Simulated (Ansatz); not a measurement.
`FC1([SiH2]S)BC1` → B• + 2 C• + F• + 6 H• + S• + Si•  (atomization)

Calculated with Ansatz (gas phase, PBE0-D4/def2-TZVP geometries, no zero-point term in ΔE). CCSD(T)/CBS is the MP2 limit (def2-TZVPP, def2-QZVPP) plus CCSD(T) − MP2 in def2-TZVPP, frozen cores. This one scheme is used for every species, atoms too. DFT in def2-TZVPP. B3LYP here is the variant with VWN-RPA as its local correlation; programs differ in this. No spin–orbit coupling; open shells (•) take unrestricted orbitals. Spin–orbit coupling would lower the free atoms: a little for B, C, F, S, Si. Each species was taken in one conformer, which may not be the lowest.

(1) What is ΔE at CCSD(T)/CBS? (Estimate.)

(2) What do these levels give: PBE-D4, r2SCAN-D4, ωB97X-V, B2PLYP, B3LYP, MP2/def2-QZVPP? (Best estimate.)

Largest T1 diagnostic among the species: 0.014.

Results:

(1) Ansatz gave: +4269.0 kJ/mol.

(2) Computed: PBE-D4 4389.0, r2SCAN-D4 4322.6, ωB97X-V 4315.9, B2PLYP 4227.0, B3LYP 4232.6, MP2/def2-QZVPP 4306.3 kJ/mol.

From PBE to PBE0 (25 % exact exchange), in def2-TZVPP and without D4, ΔE moves by −68.2 kJ/mol: exact exchange takes away binding that semilocal exchange gives to molecules. The D4 term adds +47.1 kJ/mol with B3LYP and +24.9 kJ/mol with PBE0; it sums over pairs of atoms, weighted by their polarisabilities, and B3LYP, whose exchange is more repulsive, gets the larger term. In def2-TZVPP, CCSD(T) changes the Hartree–Fock value by +1021.9 kJ/mol (the triples alone add +68.8 kJ/mol) and MP2 by +1107.4 kJ/mol; breaking electron pairs costs correlation energy, which Hartree–Fock lacks.

For atomizations the MP2-based limit and the directly extrapolated one differ by several kJ/mol either way, and by 10 to 25 for some Ge, Se and Sn compounds, so smaller differences from it don't rank the levels.
